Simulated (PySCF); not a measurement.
Spectrum to structure. The calculation used TDDFT PBE0/def2-SVPD, vertical, gas phase, core orbitals frozen in the response (PySCF). Geometries: GFN2-xTB, one conformer each.

```tsv
state	E (eV)	f
S1	5.27	0.0001
S2	5.76	0.026
S3	5.89	0.0004
S4	5.96	0.234
S5	6.43	0.0075
S6	6.46	0.0013
S7	6.51	0.0095
S8	6.59	0.053
```

Triplets computed (Tamm–Dancoff): 4.59, 4.89, 5.20 eV.

Question: Which structure fits?
A. `CSc1n(C)cnn1`
B. `S=[PH]1C=CCC=C1`
C. `CC1=CC=C[P@H]1=S`

Answer: A. Its S1, at 5.27 eV, is the highest among the candidates; the nearest of the others has S1 at 4.39 eV. S1 is HOMO→LUMO (85%), HOMO→LUMO+2 (9%). Löwdin shares by element: HOMO sulfur 42%, nitrogen 23% or more, carbon 12% or more (atoms not listed hold the other 23%); LUMO sulfur 46%, carbon 24% or more, hydrogen 5% or more (atoms not listed hold the other 26%). At the same level the other candidates give, for their lowest levels:
- `CC1=CC=C[P@H]1=S`: 3.26 eV (f 0.000); 3.37 eV (f 0.013); 4.27 eV (f 0.061); 5.76 eV (f 0.001); 5.87 eV (f 0.001); T1 2.46 eV; HOMO -6.64, LUMO -2.17 eV
- `S=[PH]1C=CCC=C1`: 4.39 eV (f 0.002); 4.50 eV (f 0.003); 4.52 eV (f 0.039); 4.58 eV (f 0.016); 5.62 eV (f 0.001); T1 4.04 eV; HOMO -6.42, LUMO -0.94 eV

Conformer computed: `[CH3:1][S:2][c:3]1[n:4][n:5][cH:6][n:7]1[CH3:8]`: C1–S2–C3–N4 0°.
